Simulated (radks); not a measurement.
Results of a calculation; reference values are marked as such.
Task: The mean radii <r> (bohr) of the occupied orbitals of an atom or ion are listed with their occupations. Code: a radial shooting solver on a logarithmic mesh with Libxc functionals. Model: Dirac Kohn-Sham, HCTH/407, spin-unpolarised, spherical densities, point nucleus.

| orbital | occ. | <r> |
|---|---|---|
| 1s1/2 | 2 | 0.04277 |
| 2s1/2 | 2 | 0.1893 |
| 2p1/2 | 2 | 0.1627 |
| 2p3/2 | 4 | 0.1666 |
| 3s1/2 | 2 | 0.5505 |
| 3p1/2 | 2 | 0.5556 |
| 3p3/2 | 4 | 0.5660 |
| 3d3/2 | 4 | 0.5833 |
| 3d5/2 | 6 | 0.5873 |
| 4s1/2 | 2 | 1.587 |
| 4p1/2 | 2 | 1.828 |
| 4p3/2 | 1 | 1.858 |

Name the element and its charge. Open shells, if any, fill j = l - 1/2 first.

Result: Z = 35, bromine, charge +2: Br2+ in [Ar] 3d10 4s2 4p3. The 1s radius gives Z: for a bare nucleus <r> = (2 gamma + 1)/(2Z) with gamma = sqrt(1 - (Z/c)^2), 0.04191 bohr for Z = 35, and screening makes it slightly larger (0.04277 here). The occupations add up to 33, and the charge is Z minus that.
